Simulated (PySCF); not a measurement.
Isomers of C3H13PSi3, mass 164.006 u with the commonest isotopes. Method: PBE0-D3(BJ)/def2-SVP geometry optimisation, gas phase (PySCF). One conformer each, none proved a minimum here; rigid rotors.

Problem. Order these by rotational constant C, smallest first.
A. `[PH2:1][SiH:2]1[CH2:3][SiH2:4][CH2:5][SiH2:6][CH2:7]1` with H–P1–Si2–C3 76° and 170°, P1–Si2–C3–Si4 62°, Si2–C3–Si4–C5 54°, C3–Si4–C5–Si6 -53°, Si4–C5–Si6–C7 54°
B. `[CH2:1]=[CH:2][CH2:3][SiH2:4][P:5]([SiH3:6])[SiH3:7]` with C1–C2–C3–Si4 -105°, C2–C3–Si4–P5 -174°, C3–Si4–P5–Si6 -74°
C. `[CH2:1]=[C:2]([CH3:3])[SiH2:4][P:5]([SiH3:6])[SiH3:7]` with C1–C2–Si4–P5 -8°, C2–Si4–P5–Si6 -178°

Solution. B (493.3 MHz), C (578.8 MHz), A (793.8 MHz).

Problem. Order these by rotational constant B, largest first.
A. `[CH2:1]=[CH:2][CH2:3][SiH2:4][P:5]([SiH3:6])[SiH3:7]` with C1–C2–C3–Si4 -105°, C2–C3–Si4–P5 -174°, C3–Si4–P5–Si6 -74°
B. `[PH2:1][SiH:2]1[CH2:3][SiH2:4][CH2:5][SiH2:6][CH2:7]1` with H–P1–Si2–C3 76° and 170°, P1–Si2–C3–Si4 62°, Si2–C3–Si4–C5 54°, C3–Si4–C5–Si6 -53°, Si4–C5–Si6–C7 54°
C. `[CH2:1]=[C:2]([CH3:3])[SiH2:4][P:5]([SiH3:6])[SiH3:7]` with C1–C2–Si4–P5 -8°, C2–Si4–P5–Si6 -178°

Solution. B (988.7 MHz), C (688.0 MHz), A (571.3 MHz).

Problem. Order these by rotational constant A, smallest first.
A. `[CH2:1]=[C:2]([CH3:3])[SiH2:4][P:5]([SiH3:6])[SiH3:7]` with C1–C2–Si4–P5 -8°, C2–Si4–P5–Si6 -178°
B. `[CH2:1]=[CH:2][CH2:3][SiH2:4][P:5]([SiH3:6])[SiH3:7]` with C1–C2–C3–Si4 -105°, C2–C3–Si4–P5 -174°, C3–Si4–P5–Si6 -74°
C. `[PH2:1][SiH:2]1[CH2:3][SiH2:4][CH2:5][SiH2:6][CH2:7]1` with H–P1–Si2–C3 76° and 170°, P1–Si2–C3–Si4 62°, Si2–C3–Si4–C5 54°, C3–Si4–C5–Si6 -53°, Si4–C5–Si6–C7 54°

Solution. C (1442 MHz), A (1819 MHz), B (1966 MHz).

| SMILES | point group | Ia (u·Å²) | Ib (u·Å²) | Ic (u·Å²) | κ | μa (D) | μb (D) | μc (D) |
| --- | --- | --- | --- | --- | --- | --- | --- | --- |
| P[SiH]1C[SiH2]C[SiH2]C1 | near Cs | 350.40 | 511.13 | 636.63 | -0.40 | 0.34 | 0.02 | 1.75 |
| C=CC[SiH2]P([SiH3])[SiH3] | C1 | 257.00 | 884.61 | 1024.50 | -0.89 | 0.53 | 0.14 | 0.37 |
| C=C(C)[SiH2]P([SiH3])[SiH3] | C1 | 277.80 | 734.60 | 873.14 | -0.82 | 0.97 | 0.03 | 0.69 |
